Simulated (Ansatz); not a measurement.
Isolated molecules relaxed with PBE0-D4/def2-TZVP in Ansatz; ΔE leaves out vibrations. CBS: MP2 limit from def2 TZ/QZ plus the TZ coupled-cluster correction, frozen cores. This one scheme is used for every species, atoms too. DFT in def2-TZVPP. B3LYP here is the variant with VWN-RPA as its local correlation; programs differ in this. Open shells (•) are unrestricted, without spin–orbit coupling. Spin–orbit coupling would lower the free atoms: a little for Al, C, Cl; clearly for Ga. Bonds to Ga are less sure, by a few kJ/mol each and by 10 to 20 or more in all where they break to atoms, as the def2 sets lack core-valence functions. Scalar relativity is left out up to krypton.

Consider the atomization: `[CH3][Al]([Cl])[GaH2]` → Al• + C• + Cl• + Ga• + 5 H•.

(1) What is ΔE at CCSD(T)/CBS? (Estimate.)

(2) What do these levels give: revPBE-D4, BLYP-D4, r2SCAN0-D4, BHLYP-D4, r2SCAN, B3LYP, MP2/def2-SVP, CCSD/def2-SVP, SCS-MP2/def2-TZVPP, CCSD/def2-TZVPP, CCSD(T)/def2-QZVPP, CCSD/CBS(def2)? (An estimate is asked.)

Largest T1 diagnostic among the species: 0.018.

Results:

(1) The calculation gave: +2708.7 kJ/mol.

(2) Ansatz gave: revPBE-D4 2644.6, BLYP-D4 2642.9, r2SCAN0-D4 2695.5, BHLYP-D4 2643.8, r2SCAN 2715.3, B3LYP 2645.3, MP2/def2-SVP 2568.1, CCSD/def2-SVP 2535.7, SCS-MP2/def2-TZVPP 2659.5, CCSD/def2-TZVPP 2619.9, CCSD(T)/def2-QZVPP 2688.8, CCSD/CBS(def2) 2677.4 kJ/mol.

In def2-TZVPP, CCSD(T) changes the Hartree–Fock value by +591.7 kJ/mol (the triples alone add +31.3 kJ/mol) and MP2 by +609.8 kJ/mol; breaking electron pairs costs correlation energy, which Hartree–Fock lacks. The D4 term adds +29.9 kJ/mol with B3LYP and +15.9 kJ/mol with PBE0; it sums over pairs of atoms, weighted by their polarisabilities, and B3LYP, whose exchange is more repulsive, gets the larger term. From BLYP to BHLYP (50 % exact exchange), in def2-TZVPP and without D4, ΔE moves by +12.2 kJ/mol.

For atomizations the MP2-based limit and the directly extrapolated one differ by several kJ/mol either way, and by 10 to 25 for some Ge, Se and Sn compounds, so smaller differences from it don't rank the levels.
